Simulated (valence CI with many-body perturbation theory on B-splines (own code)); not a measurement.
**Lu32+: magnetic and hyperfine properties of the levels**

Computed by configuration interaction combined with many-body perturbation theory (CI+MBPT): three valence electrons over a frozen Dirac-Fock core [Kr], radial functions for each j: 7 s, 7 p, 8 d, 6 f, 4 g, 1 h, with the one-electron correlation potential Σ1, the two-electron term Σ2, the three-electron term Σ3, Breit, model QED; selected CI, second order for the rest, scaled by the run's own slope (own B-spline code, finite nucleus).

No measured spectrum was set against this ion. As an estimate, large intervals hold to a few tenths of a per cent, small ones and those within an open d or f shell to about a per cent. The list stops below the first excitations out of the core.

A/g_I is the dipole constant over the nuclear g factor μ/I (μ in nuclear magnetons, uniformly magnetised nucleus), B/Q the quadrupole constant per barn. Both hold the static response of the core; the bare values leave it out. Large factors of s and p1/2 electrons are usually good to 5 to 10 %; those of open d and f shells near neutrality can be off by tens of per cent, and small factors of p3/2, d and f electrons come from cancelling terms and can be off by a factor of two or in sign, in half-filled shells by more. B is blank for J = 1/2, where it vanishes, and for nearly pure S terms. Energies count from the lowest level.

Levels are named by their leading jj configuration (3d3/2^4 stands for four electrons in 3d with j = 3/2), which in mixed levels can hold well under half, so a name can repeat and another be missing. Letters in brackets count levels of one name in rising energy.

```csv
Level,E (cm⁻¹),g,A/g_I (MHz),A/g_I bare,B/Q (MHz/b),B/Q bare
(4d3/2^3) J=3/2,0,0.667,22600,21600,-12600,-12200
(4d3/2^2 4d5/2) J=5/2 [a],92827,1.051,12500,12300,-6840,-6610
(4d3/2^2 4d5/2) J=3/2,111880,1.222,9680,9890,-3770,-3620
(4d3/2^2 4d5/2) J=7/2,120750,1.067,13200,13100,3720,3550
(4d3/2^2 4d5/2) J=9/2,124510,1.060,13900,13700,14600,14000
(4d3/2^2 4d5/2) J=1/2,126180,1.886,-11100,-9370,,
(4d3/2^2 4d5/2) J=5/2 [b],182960,1.341,6740,7200,20100,19300
(4d3/2 4d5/2^2) J=7/2 [a],213740,1.090,10500,10500,130,117
(4d3/2 4d5/2^2) J=9/2,225470,1.139,10500,10500,5050,4810
(4d3/2 4d5/2^2) J=3/2 [a],238750,1.137,11700,11700,-13900,-13300
(4d3/2 4d5/2^2) J=1/2,246860,1.443,-4080,-3310,,
(4d3/2 4d5/2^2) J=11/2,254120,1.088,12000,11900,29600,28400
(4d3/2 4d5/2^2) J=5/2 [a],255300,1.213,4700,4950,19700,19000
(4d3/2 4d5/2^2) J=5/2 [b],273070,1.107,12400,12400,-6560,-6310
(4d3/2 4d5/2^2) J=7/2 [b],279190,1.103,12200,12100,6180,5980
(4d3/2 4d5/2^2) J=3/2 [b],326800,0.989,17600,17300,15000,14400
(4d5/2^3) J=9/2,344170,1.145,8740,8810,3640,3500
(4d5/2^3) J=3/2,386440,1.033,11300,11200,4970,4770
(4d5/2^3) J=5/2,414610,1.159,8730,8820,3570,3430
```

Q: Take the isotope of mass number 176, with I = 7, μ = 3.16 μN and Q = 4.92 b. What is the hyperfine structure of (4d3/2 4d5/2^2) J=7/2 [a]?

A: From the table A = 4760 MHz, B = 639 MHz. Shifts from the centre of gravity in MHz: F = 7/2: -133000, F = 9/2: -112000, F = 11/2: -85700, F = 13/2: -54800, F = 15/2: -19200, F = 17/2: 21300, F = 19/2: 66600, F = 21/2: 117000.
